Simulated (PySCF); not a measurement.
trans-(1R,2R)-1-chloro-2-fluorocyclobutane (C₄H₆ClF), SMILES F[C@H]1[C@@H](CC1)Cl. Atoms are numbered in the order given.

```xyz
12

F     -2.0172    -0.7509     0.1191
C     -1.0143     0.1739     0.2337
C     -1.0408     1.3784    -0.7251
C      0.5018     1.2490    -0.8333
C      0.3502    -0.2060    -0.3466
Cl     1.5936    -0.8859     0.7503
H     -0.9279     0.4760     1.2906
H     -1.4606     2.3211    -0.3481
H     -1.5449     1.1008    -1.6627
H      1.0236     1.8607    -0.0838
H      0.9712     1.3995    -1.8144
H      0.2205    -0.9108    -1.1795
```

The structure is a stationary point at B3LYP-D3(BJ)/def2-SVP.

All values below come from PBE/pcSseg-1 (PySCF).

GIAO shieldings, no solvent; atoms listed in one row are averaged. δ = σ(ref) − σ: ¹⁹F against CFCl3 (σ = 133.6 ppm); ¹³C against TMS (σ = 182.0 ppm); ³⁵Cl against HCl (σ = 936.5 ppm); ¹H against TMS (σ = 31.49 ppm), references at their B3LYP-D3(BJ)/def2-TZVP geometries, non-relativistic (without spin–orbit terms, shifts of atoms bonded to Cl or Br come out too high).

```csv
nucleus,atoms,count,δ (ppm)
¹⁹F,F1,1,-194.9
¹³C,C2,1,101.8
¹³C,C5,1,68.9
¹³C,C3,1,30.2
¹³C,C4,1,28.1
³⁵Cl,Cl6,1,205.2
¹H,H7,1,4.96
¹H,H12,1,4.32
¹H,H8,1,2.56
¹H,H11,1,2.47
¹H,H9,1,1.99
¹H,H10,1,1.67
```
